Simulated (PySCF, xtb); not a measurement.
germylsulfanylgermane (Ge2H6S), SMILES [GeH3][S][GeH3].

Harmonic wavenumbers (cm⁻¹) from GFN2-xTB run with xtb at its own minimum, in rising order: 80, 84, 85, 373, 388, 483, 496, 497, 539, 740, 764, 814, 819, 833, 845, 1915, 1918, 1982, 1999, 2043, 2056.

Task: What does PBE-D3(BJ)/def2-SVP (PySCF) give at its own minimum? (An estimate is asked for; the answer gives what the named calculation found.)

Result: 65, 73, 88, 366, 397, 522, 544, 555, 582, 787, 818, 832, 834, 849, 859, 2065, 2072, 2074, 2079, 2105, 2107. Paired by order, the mean absolute difference is 47 cm⁻¹ and the zero-point energies are 28.2 and 29.6 kcal/mol.
